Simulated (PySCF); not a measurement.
HCl$_{3}$Ge, triplet, at the geometry of the source list (a higher spin typed on purpose: for a closed-shell molecule this is an excited state); M062X/6-31G run with PySCF.

PySCF was given this input:
```python
from pyscf import gto, scf, dft

mol = gto.M(
    atom='''
Ge   -0.008000   -0.002800    0.124500
Cl   -0.166900    1.984900   -0.566000
Cl    1.850900   -0.798500   -0.477900
Cl   -1.559900   -1.153600   -0.723900
H    -0.116000   -0.030000    1.643300
''',
    basis='6-31g',
    charge=0,
    spin=2,
    verbose=4,
)

mf = dft.UKS(mol)
mf.xc = 'm062x'
mf.kernel()
mf.analyze()
```

**Question.** What does PySCF print? Leave out banner, timings and long lists.

**Answer.** 
```
PySCF version 2.14.0

[INPUT] verbose = 4
[INPUT] num. atoms = 5
[INPUT] num. electrons = 84
[INPUT] charge = 0
[INPUT] spin (= nelec alpha-beta = 2S) = 2
[INPUT] symmetry False subgroup None
[INPUT] Mole.unit = angstrom
[INPUT] Symbol           X                Y                Z      unit          X                Y                Z       unit  Magmom
[...]
nuclear repulsion = 562.869453903523
number of shells = 34
number of NR pGTOs = 232
number of NR cGTOs = 68
basis = 6-31g
ecp = {}

******** <class 'pyscf.dft.uks.UKS'> ********
method = UKS
initial guess = minao
damping factor = 0
level_shift factor = 0
DIIS = <class 'pyscf.scf.diis.CDIIS'>
diis_start_cycle = 1
diis_space = 8
diis_damp = 0
SCF conv_tol = 1e-09
SCF conv_tol_grad = None
SCF max_cycles = 50
direct_scf = True
direct_scf_tol = 1e-13
number electrons alpha = 43  beta = 41
XC library pyscf.dft.libxc version 7.1.2
    S. Lehtola, C. Steigemann, M. J. T. Oliveira, and M. A. L. Marques,  SoftwareX 7, 1–5 (2018)
XC functionals = m062x
    Y. Zhao and D. G. Truhlar,  Theor. Chem. Acc. 120, 215 (2008)
    Y. Zhao and D. G. Truhlar,  Theor. Chem. Acc. 120, 215 (2008)
radial grids:
    Treutler-Ahlrichs [JCP 102, 346 (1995); DOI:10.1063/1.469408] (M4) radial grids

becke partition: Becke, JCP 88, 2547 (1988); DOI:10.1063/1.454033
pruning grids: <function nwchem_prune>
grids dens level: 3
symmetrized grids: False
atomic radii adjust function: <function treutler_atomic_radii_adjust>
small_rho_cutoff = 0
Set gradient conv threshold to 3.16228e-05
tot grids = 87088
init E= -3457.61100658511

cycle= 1 E= -3457.44981202406  delta_E= 0.161  |g|= 0.294  |ddm|= 3.35

cycle= 2 E= -3457.47296820895  delta_E= -0.0232  |g|= 0.28  |ddm|= 1.69

cycle= 3 E= -3457.53671342675  delta_E= -0.0637  |g|= 0.0324  |ddm|= 0.677

cycle= 4 E= -3457.53767225581  delta_E= -0.000959  |g|= 0.0134  |ddm|= 0.127

cycle= 5 E= -3457.53811208691  delta_E= -0.00044  |g|= 0.00541  |ddm|= 0.138

cycle= 6 E= -3457.53824677893  delta_E= -0.000135  |g|= 0.00321  |ddm|= 0.0763

cycle= 7 E= -3457.53830910204  delta_E= -6.23e-05  |g|= 0.00165  |ddm|= 0.0591

cycle= 8 E= -3457.53831956806  delta_E= -1.05e-05  |g|= 0.00137  |ddm|= 0.0203

cycle= 9 E= -3457.53832422095  delta_E= -4.65e-06  |g|= 0.000297  |ddm|= 0.0145

cycle= 10 E= -3457.53832483945  delta_E= -6.19e-07  |g|= 6.95e-05  |ddm|= 0.00696

cycle= 11 E= -3457.53832486708  delta_E= -2.76e-08  |g|= 4.93e-05  |ddm|= 0.000774

cycle= 12 E= -3457.53832488899  delta_E= -2.19e-08  |g|= 5.16e-05  |ddm|= 0.000709

cycle= 13 E= -3457.53832489099  delta_E= -2e-09  |g|= 5.06e-05  |ddm|= 6.77e-05

cycle= 14 E= -3457.53832490761  delta_E= -1.66e-08  |g|= 5.37e-05  |ddm|= 0.000548

cycle= 15 E= -3457.53832484375  delta_E= 6.39e-08  |g|= 5.1e-05  |ddm|= 0.00215

cycle= 16 E= -3457.53832471125  delta_E= 1.32e-07  |g|= 4.41e-05  |ddm|= 0.00507

cycle= 17 E= -3457.53832445214  delta_E= 2.59e-07  |g|= 2.21e-05  |ddm|= 0.0171

cycle= 18 E= -3457.53832445827  delta_E= -6.13e-09  |g|= 1.89e-05  |ddm|= 0.000655

cycle= 19 E= -3457.53832443548  delta_E= 2.28e-08  |g|= 1.11e-05  |ddm|= 0.00586

cycle= 20 E= -3457.53832443692  delta_E= -1.44e-09  |g|= 8.73e-06  |ddm|= 0.000845

cycle= 21 E= -3457.53832443898  delta_E= -2.06e-09  |g|= 7.77e-06  |ddm|= 0.00115

cycle= 22 E= -3457.5383244399  delta_E= -9.22e-10  |g|= 6.53e-06  |ddm|= 0.00144

Extra cycle  E= -3457.53832444018  delta_E= -2.76e-10  |g|= 7.38e-06  |ddm|= 4.96e-05
converged SCF energy = -3457.53832444018  <S^2> = 2.0122382  2S+1 = 3.0081478
**** SCF Summaries ****
Total Energy =                       -3457.538324440178258
Nuclear Repulsion Energy =             562.869453903523436
One-electron Energy =                -5923.459885128560927
Two-electron Energy =                 1903.052106784859006
Two-electron Coulomb Energy =         2067.449134830081221
DFT Exchange-Correlation Energy =     -164.397028045222328
**** MO energy ****
                             alpha | beta                alpha | beta
[...]
To work with the spin densities directly, `use mulliken_meta_spin()` only printing them here.

 ** Mulliken spin pop alpha/beta on meta-lowdin orthogonal AOs **
 ** Mulliken Spin Density (per AO)  **
spin_pop of  0 Ge 1s        0.00000
spin_pop of  0 Ge 2s        0.00001
spin_pop of  0 Ge 3s        0.00000
spin_pop of  0 Ge 4s        0.42885
spin_pop of  0 Ge 5s        0.00338
spin_pop of  0 Ge 2px      -0.00000
spin_pop of  0 Ge 2py      -0.00000
spin_pop of  0 Ge 2pz       0.00000
spin_pop of  0 Ge 3px      -0.00001
spin_pop of  0 Ge 3py      -0.00001
spin_pop of  0 Ge 3pz      -0.00000
spin_pop of  0 Ge 4px      -0.02625
spin_pop of  0 Ge 4py      -0.02658
spin_pop of  0 Ge 4pz       0.08078
spin_pop of  0 Ge 5px       0.00057
spin_pop of  0 Ge 5py       0.00053
spin_pop of  0 Ge 5pz       0.00842
spin_pop of  0 Ge 3dxy     -0.00001
spin_pop of  0 Ge 3dyz      0.00006
spin_pop of  0 Ge 3dz^2     0.00099
spin_pop of  0 Ge 3dxz      0.00007
spin_pop of  0 Ge 3dx2-y2   -0.00001
spin_pop of  0 Ge 4dxy     -0.00002
spin_pop of  0 Ge 4dyz     -0.00001
spin_pop of  0 Ge 4dz^2     0.00036
spin_pop of  0 Ge 4dxz     -0.00000
spin_pop of  0 Ge 4dx2-y2   -0.00002
spin_pop of  1 Cl 1s       -0.00000
spin_pop of  1 Cl 2s        0.00000
spin_pop of  1 Cl 3s        0.01532
spin_pop of  1 Cl 4s        0.00036
spin_pop of  1 Cl 2px       0.00000
spin_pop of  1 Cl 2py       0.00000
spin_pop of  1 Cl 2pz       0.00001
spin_pop of  1 Cl 3px       0.00043
spin_pop of  1 Cl 3py       0.11124
spin_pop of  1 Cl 3pz       0.26870
spin_pop of  1 Cl 4px      -0.00014
spin_pop of  1 Cl 4py       0.00199
spin_pop of  1 Cl 4pz       0.00016
spin_pop of  2 Cl 1s       -0.00000
spin_pop of  2 Cl 2s        0.00000
spin_pop of  2 Cl 3s        0.01518
spin_pop of  2 Cl 4s        0.00035
spin_pop of  2 Cl 2px       0.00000
spin_pop of  2 Cl 2py       0.00000
spin_pop of  2 Cl 2pz       0.00001
spin_pop of  2 Cl 3px       0.10011
spin_pop of  2 Cl 3py       0.01636
spin_pop of  2 Cl 3pz       0.25707
spin_pop of  2 Cl 4px       0.00168
spin_pop of  2 Cl 4py       0.00019
spin_pop of  2 Cl 4pz       0.00012
spin_pop of  3 Cl 1s       -0.00000
spin_pop of  3 Cl 2s        0.00000
spin_pop of  3 Cl 3s        0.01555
spin_pop of  3 Cl 4s        0.00037
spin_pop of  3 Cl 2px       0.00000
spin_pop of  3 Cl 2py       0.00000
spin_pop of  3 Cl 2pz       0.00001
spin_pop of  3 Cl 3px       0.06709
spin_pop of  3 Cl 3py       0.03611
spin_pop of  3 Cl 3pz       0.28129
spin_pop of  3 Cl 4px       0.00121
spin_pop of  3 Cl 4py       0.00059
spin_pop of  3 Cl 4pz       0.00024
spin_pop of  4 H 1s        0.33490
spin_pop of  4 H 2s        0.00243
 ** Mulliken Spin Density (per atom)  **
spin density of  0 Ge =      0.47109
spin density of  1 Cl =      0.39806
spin density of  2 Cl =      0.39107
spin density of  3 Cl =      0.40246
spin density of  4 H =      0.33732
 ** Mulliken pop alpha/beta on meta-lowdin orthogonal AOs **
 ** Mulliken pop       alpha | beta **
In total            43.00000 | 41.00000
 ** Mulliken atomic charges   ( Nelec_alpha | Nelec_beta ) **
charge of  0Ge =      0.50981  (    15.98064     15.50955 )
charge of  1Cl =     -0.18241  (     8.79024      8.39217 )
charge of  2Cl =     -0.18640  (     8.78874      8.39767 )
charge of  3Cl =     -0.18038  (     8.79142      8.38896 )
charge of  4H =      0.03939  (     0.64897      0.31165 )
Dipole moment(X, Y, Z, Debye): -0.21337, -0.04425,  2.53325
```
